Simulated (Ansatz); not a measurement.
`[F][W](=[S])(=[S])[Cl]` + H₂O → `[OH][W](=[S])(=[S])[Cl]` + H–F at 600 K and 1 bar (formal hydrolysis of a W–F bond).

Calculated with Ansatz (gas phase, PBE0-D4/def2-TZVP geometries, no zero-point term in ΔE). CBS: MP2 limit from def2 TZ/QZ plus the TZ coupled-cluster correction, frozen cores. This one scheme is used for every species. Elements past krypton have def2 core potentials. For W outer-core shells are correlated without core-valence functions, which leaves a few kJ/mol of doubt a bond. One conformer a species, not always the lowest.

```
                  species  CCSD(T)/CBS energy (Eh)  H − E (kJ/mol)  S (J/(mol·K))
 `[F][W](=[S])(=[S])[Cl]`              -1422.27249            68.3          429.6
                      H₂O                -76.37941            76.8          212.8
`[OH][W](=[S])(=[S])[Cl]`              -1398.25209           102.7          445.0
                      H–F               -100.39570            42.3          194.0
```

H − E and S are ideal-gas, rigid-rotor, harmonic terms from PBE0-D4/def2-TZVP, for one conformer and one mirror image of each species. 1 Eh = 2625.50 kJ/mol, R = 8.31446 J/(mol·K).

Problem. By hand: ΔE, ΔH, ΔS and ΔG.

Solution. ΔE = (-1398.25209) + (-100.39570) − (-1422.27249) − (-76.37941) = 0.00411 Eh = 10.8 kJ/mol. Δ(H − E) = 102.7 + 42.3 − 68.3 − 76.8 = -0.1, so ΔH = 10.7 kJ/mol. ΔS = 445.0 + 194.0 − 429.6 − 212.8 = -3.4 J/(mol·K). ΔG = 10.7 − 600 × (-3.4)/1000 = 12.7 kJ/mol.

Problem. By hand: the equilibrium constant, and the temperature at which ΔG would vanish if ΔH and ΔS stayed fixed.

Solution. log₁₀ K = −ΔG/(RT ln 10) = -1.1. ΔH and −TΔS have one sign here, so there is no such temperature.

The number of gas molecules stays the same, so ΔS is small and ΔH decides. A doubt of 5 kJ/mol in ΔE shifts log₁₀ K by 0.4 here. Other conformers and mirror images would add mixing entropy, several J/(mol·K) or more a flexible species. These are equilibria of isolated gas molecules and say nothing of rates. Largest T1 diagnostic: 0.022 (customary marks: 0.02 for closed shells, 0.045 for open ones).

ΔS is within the doubt of such terms, so its sign, and with it that verdict, could turn.
